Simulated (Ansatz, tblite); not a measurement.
Cost and result up the ladder for ZnCu₂⁻ (the lowest doublet isomer of a short search) (3 atoms). Charge -1, multiplicity 2. Geometry: r2SCAN-D4/def2-TZVPD.

Cartesian coordinates in Å:
```
Cu -0.316 -1.212 0.572
Cu 0.084 1.033 0.917
Zn 0.232 0.179 -1.489
```

Ansatz on 4 threads of Arm Neoverse V2 on a shared host; xTB runs through tblite on one thread. Times are rough, summed over both states, and most runs start from the orbitals of an earlier one. No level here is sound enough to serve as a yardstick. The other state is a singlet.

The xTB rows come from tblite. The structure comes from a short search, and lower isomers may exist.

Raw xTB energies of ions are shifted by several eV, and xTB has no spin-polarisation term.

```
               level  functions  wall time  vertical IE (eV)                                                               remarks
            GFN1-xTB         22    0.004 s              6.67                                                                     –
            GFN2-xTB         22    0.005 s              2.31                                                                     –
   PBE-D4/def2-TZVPD        147      4.1 s              1.63  HOMO above zero (-1 doublet), restricted singlet, untested (singlet)
  PBE0-D4/def2-TZVPD        147      7.2 s              1.44                                restricted singlet, untested (singlet)
r2SCAN-D4/def2-TZVPD        147       10 s              1.70  HOMO above zero (-1 doublet), restricted singlet, untested (singlet)
```
